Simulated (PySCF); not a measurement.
Energy of Zn²⁺ (zinc, charge +2) between two integer charges

The 3d beta orbital of [Ar] 3d10 is emptied in steps (occupation f), with all orbitals relaxed, ending at [Ar] 3d9. Computed with PySCF 2.14 in aug-pcseg-2, with the non-relativistic Hamiltonian (point nucleus). The exact energy is a straight line in f; departures are measured from the line between the end points of the same method.

```csv
f,BHandHLYP (eV),wB97X (eV),B3LYP (eV)
1,0.000,0.000,0.000
0.75,-0.491,-0.683,-1.254
0.5,-0.672,-0.926,-1.688
0.25,-0.516,-0.705,-1.277
0,0.000,0.000,0.000
```

Q: For B3LYP, how does the orbital energy at f = 1 compare with the removal energy?

A: −ε = 33.571 eV against a total-energy difference of 40.190 eV. By Janak's theorem ε = ∂E/∂f, so the gap between them reflects the curvature. Along the path −ε is 36.796 (f = 0.75), 40.129 (f = 0.5), 43.553 (f = 0.25) eV.

```tsv
method	E(f=0) − E(f=1) (eV)	−ε at f=1 (eV)	−ε at f=0.5 (eV)
BHandHLYP	39.415	36.877	39.347
wB97X	39.867	36.296	39.805
B3LYP	40.190	33.571	40.129
```

Reference removal energy between the ground levels: 39.723 eV (measured; NIST Atomic Spectra Database, ionization energies). The calculation has no spin-orbit coupling.
